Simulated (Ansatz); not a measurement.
Reactions of CH₈O₂Si₂, SMILES `C[SiH2][SiH](O)O`.

Gas-phase electronic energies from Ansatz, PBE0-D4/def2-TZVP geometries. CBS: MP2 limit from def2 TZ/QZ plus the TZ coupled-cluster correction, frozen cores. This one scheme is used for every species. DFT in def2-TZVPP. B3LYP here is the variant with VWN-RPA as its local correlation; programs differ in this. Elements past krypton have def2 core potentials. For Te outer-core shells are correlated without core-valence functions, which leaves a few kJ/mol of doubt a bond. Each species was taken in one conformer, which may not be the lowest.

```csv
reaction,HF/CBS(def2) (eV),B3LYP-D4 (eV),ωB97M-V (eV),CCSD(T)/CBS(def2) (eV)
`C[SiH2][SiH](O)O` + `S[SiH2]Cl` → `C[SiH2]S[SiH2]Cl` + `O[SiH2]O`,-0.88,-0.79,-0.88,-0.87
`C[SiH2][SiH](O)O` + H₂Te → `C[SiH2][TeH]` + `O[SiH2]O`,-0.90,-0.77,-0.82,-0.86
`C[SiH2][SiH](O)O` + `C[SiH2]F` → `O[SiH](O)C[SiH2]F` + `C[SiH3]`,-0.43,-0.38,-0.48,-0.41
`C[SiH2][SiH](O)O` + `C=C(N)O` → `C=C(N)OC` + `O[SiH](O)[SiH3]`,0.70,0.75,0.79,0.80
```

Largest T1 diagnostic: 0.013, for `O[SiH](O)[SiH3]`.
